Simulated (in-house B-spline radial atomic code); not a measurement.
Results of a calculation; reference values are marked as such.
Softness against transferability: the 3s channel of Si

Si, [Ne] 3s2 3p2, non-relativistic LDA (VWN5), spherical and spin-unpolarised, from an all-electron radial atomic-structure program (B-spline basis) (atomic units). The all-electron 3s level is ε = -0.398139 hartree, its outermost node lies just inside 0.73 bohr and its outer maximum at 1.77 bohr.

Troullier-Martins pseudo-orbitals are made for several radii. The cutoffs (hartree) are the plane-wave energies beyond which the orbital holds less than the named kinetic energy per electron. The phase error is the difference, pseudo minus all-electron, of arctan(R P'/P) at R = 2.78 bohr for all radii, half a hartree below and above the level.

```csv
r_c (bohr),V_l(0) (hartree),cutoff for 10 mEh,for 1 mEh,for 0.1 mEh,phase error at ε − 0.5 (mrad),at ε + 0.5 (mrad)
1.33,-2.57,12.7,30.1,60.5,-0.9,-3.7
1.54,1.55,4.99,14.4,21.8,-0.6,-2.3
1.77,1.80,4.99,13.5,20,-0.6,-2.2
2.0,1.05,4.5,12.1,17.8,-1.0,-3.5
2.23,0.40,3.92,9.33,14.8,-1.9,-6.6
2.48,-0.07,3.18,5.51,12.1,-3.8,-12.5
```

**Question.** Which radius needs the lowest cutoff for 0.1 mEh while both phase errors stay within 3.8 mrad?

**Answer.** The radii within that limit are 1.33, 1.54, 1.77, 2.0 bohr; of these r_c = 2.0 needs the least, 17.8 hartree, that is 35.6 Ry or 484 eV.

**Question.** What does the larger radius buy, and what does it cost?

**Answer.** From r_c = 1.33 to 2.48 bohr the cutoff for 1 mEh goes from 30.1 to 5.51 hartree, a factor of 5.46, against 3.48 for a pure 1/r_c² scaling, end to end; step by step it is 30.1, 14.4, 13.5, 12.1, 9.33, 5.51, and for 0.1 mEh 60.5, 21.8, 20, 17.8, 14.8, 12.1; the number of plane waves goes as the cutoff to the power 3/2, here a factor of 12.8. The larger of the two phase errors is least at r_c = 1.77 bohr, 2.2 mrad; it is 3.7 at the smallest radius and 12.5 at the largest. These errors test the reference atom alone. The smallest radius lies well inside the outer maximum, where the nodeless form must bend sharply to keep the norm, so it is both harder and scatters less well than the next. Large radii also let the cores of neighbours overlap, which an atom doesn't show.
